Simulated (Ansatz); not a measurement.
`FCBI` + H₂ → `BI` + fluoromethane at 600 K and 1 bar (hydrogenolysis of a B–C bond).

Program: Ansatz. Geometries: PBE0-D4/def2-TZVP. ΔE: electronic, gas phase. CBS: MP2 limit from def2 TZ/QZ plus the TZ coupled-cluster correction, frozen cores. This one scheme is used for every species. def2 core potentials past Kr. For I outer-core shells are correlated without core-valence functions, which leaves a few kJ/mol of doubt a bond. Each species was taken in one conformer, which may not be the lowest.

| species | CCSD(T)/CBS energy (Eh) | H − E (kJ/mol) | S (J/(mol·K)) |
| --- | --- | --- | --- |
| `FCBI` | -461.88901 | 153.9 | 379.1 |
| H₂ | -1.17544 | 43.9 | 150.8 |
| `BI` | -323.43628 | 79.1 | 289.3 |
| `CF` | -139.63461 | 127.6 | 254.6 |

H − E and S are ideal-gas, rigid-rotor, harmonic terms from PBE0-D4/def2-TZVP, for one conformer and one mirror image of each species. The MP2-based limit puts H₂ 0.8 mEh under its directly extrapolated value; such offsets cancel only in part. 1 Eh = 2625.50 kJ/mol, R = 8.31446 J/(mol·K).

By hand: ΔE, ΔH, ΔS and ΔG.

ΔE = (-323.43628) + (-139.63461) − (-461.88901) − (-1.17544) = -0.00644 Eh = -16.9 kJ/mol. Δ(H − E) = 79.1 + 127.6 − 153.9 − 43.9 = 8.9, so ΔH = -8.0 kJ/mol. ΔS = 289.3 + 254.6 − 379.1 − 150.8 = 14.0 J/(mol·K). ΔG = -8.0 − 600 × (14.0)/1000 = -16.4 kJ/mol.

By hand: the equilibrium constant, and the temperature at which ΔG would vanish if ΔH and ΔS stayed fixed.

log₁₀ K = −ΔG/(RT ln 10) = 1.4. ΔH and −TΔS have one sign here, so there is no such temperature.

TΔS isn't small against ΔH here. A doubt of 5 kJ/mol in ΔE shifts log₁₀ K by 0.4 here. Other conformers and mirror images would add mixing entropy, several J/(mol·K) or more a flexible species. These are equilibria of isolated gas molecules and say nothing of rates. Largest T1 diagnostic: 0.012 (customary marks: 0.02 for closed shells, 0.045 for open ones).
